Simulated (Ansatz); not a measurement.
Species: sum formula SiN$_{3}$H$_{6}$Cl, charge 0, multiplicity 1. 
Coordinates optimised at B3LYP-D3(BJ)/def2-TZVP (Ansatz, a program for electronic structure):
SMILES: [Si](N)(N)(Cl)N
```xyz
11

N     -0.9994    -1.1121    -1.0915
Si     0.0764    -0.0184    -0.3508
N     -0.1028     1.5337    -1.0298
N      1.6812    -0.5599    -0.5356
Cl    -0.3703     0.0886     1.7002
H     -1.9472    -1.2293    -0.7727
H     -0.6320    -1.9476    -1.5160
H     -0.7972     1.6777    -1.7443
H      0.0884     2.3723    -0.5066
H      2.1056    -1.2047     0.1108
H      2.3560     0.0515    -0.9648
```

Computed values are from Ansatz. Cores are frozen in the correlated levels unless marked. Open shells are spin-unrestricted. No spin-orbit coupling. No relativistic terms. Basis-set limits of correlation are two-point, X^-3; Hartree-Fock from the larger set. The bracket is a focal-point correction in the basis named.

- atomisation energy De = 3932.7 kJ/mol at CCSD(T)/CBS(aug-cc-pV(T+d)Z,aug-cc-pV(Q+d)Z)
- vertical triplet-singlet gap = 6.41 eV at RI-MP2/CBS(aug-cc-pV(T+d)Z,aug-cc-pV(Q+d)Z)+[CCSD(T)-MP2]/aug-cc-pV(T+d)Z
- total energy = -916.7333 Eh at CCSD(T)/CBS(aug-cc-pV(T+d)Z,aug-cc-pV(Q+d)Z)
- dipole moment = 1.50 D at CCSD(T)/aug-cc-pV(D+d)Z
- T1 diagnostic = 0.009 at CCSD/aug-cc-pV(Q+d)Z
